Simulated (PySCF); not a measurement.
In(NCO)(OH)2 (CH2InNO3), SMILES [N]([In]([OH])[OH])=C=O.

Geometry optimised at B3LYP-D3(BJ)/def2-SVP. The structure was generated by enumeration; whether it is a known compound was not checked. The def2 effective core potentials stand for the cores of In; spin–orbit coupling is left out. Other conformers were not sampled.

Method: PySCF with HF/def2-TZVP.

Gas-phase values at a fixed geometry.

Problem. Estimate the frontier levels, gap, dipole moment and polarisability. (The exact figures need the calculation; the answer reports its results.)

Solution. 
```
Property                                                                                                         Result
---------------------------------------------------------------------------------------------  ------------------------
highest occupied level                                                                                        -12.01 eV
lowest empty level                                                                                              0.91 eV
orbital gap                                                                                                    12.92 eV
dipole moment                                                                                                    0.50 D
quadrupole, principal values (traceless, Buckingham form, about the centre of nuclear charge)  -25.59, 10.47, 15.12 D·Å
mean static polarisability                                                                         50.5 bohr³ (7.48 Å³)
polarisability, principal values                                                                 33.2, 47.6, 70.6 bohr³
```
